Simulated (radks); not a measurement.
Excited configurations of Be2+: one electron is placed in a higher orbital outside 1s1. The ground configuration is [He]. Method: scalar-relativistic Kohn-Sham, PBE, spin-unpolarised, spherical densities, finite nucleus; Fermi nuclear charge, rms radius 2.519 fm; computed with a radial shooting solver on a logarithmic mesh with Libxc functionals. Excitation = E - E(ground); binding = E(ion) - E, where the ion is the core of charge +3; n* = 3/sqrt(2 binding) in atomic units, and the quantum defect is n - n*.

outer orbital,excitation (eV),binding (eV),n*,quantum defect,eigenvalue (eV),<r> (bohr)
5s,153.38,5.397,4.763,0.237,-4.696,11.55
5d,153.68,5.097,4.901,0.099,-4.371,11.23
5f,153.75,5.024,4.937,0.063,-4.235,10.38
6s,155.03,3.746,5.718,0.282,-3.279,16.73
6p,155.11,3.661,5.783,0.217,-3.196,16.80
6f,155.23,3.542,5.880,0.120,-3.042,15.69
7p,156.08,2.700,6.734,0.266,-2.370,23.00
7d,156.12,2.651,6.796,0.204,-2.318,22.76

The Delta-SCF ionisation energy is 158.78 eV (NIST Atomic Spectra Database: 153.90 eV, theoretical). Self-interaction in the functional shifts the binding energies and quantum defects, so they are the method's values and not measured ones. Spin polarisation and multiplet splitting are left out, so open shells lie too high by an amount that depends on their filling.

Beside tabulated values, note that spin-unpolarised runs miss the spin-polarisation part of the exchange energy of open shells.
